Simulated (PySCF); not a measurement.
## Radial density of Yb⁶⁵⁺ (ytterbium, charge +65)

UHF, [He] 2s2 2p1, 2P determinant. Computed with PySCF 2.14 in an uncontracted even-tempered set (18 s from 42 bohr⁻², ratio 2.2; 13 p from 54 bohr⁻², ratio 2.2; 5 d from 200 bohr⁻², ratio 2.4; 5 f from 300 bohr⁻², ratio 2.4; 4 g from 450 bohr⁻², ratio 2.4), with scalar relativity by spin-free X2C-1e.

```tsv
r (bohr)	4πr²ρ (e/bohr)	4πr²(ρα − ρβ)
0.0156	82.48	1.9002
0.0262	46.59	6.1622
0.0440	34.60	12.5375
0.0741	38.63	11.3564
0.125	10.32	2.5841
0.210	0.2230	0.0564
0.352	0.0001164	0.0000
```

Densities and radii are taken from the X2C orbitals without a picture-change correction, which distorts them close to the nucleus.

Spin-orbit coupling, absent here, splits the open shell strongly.
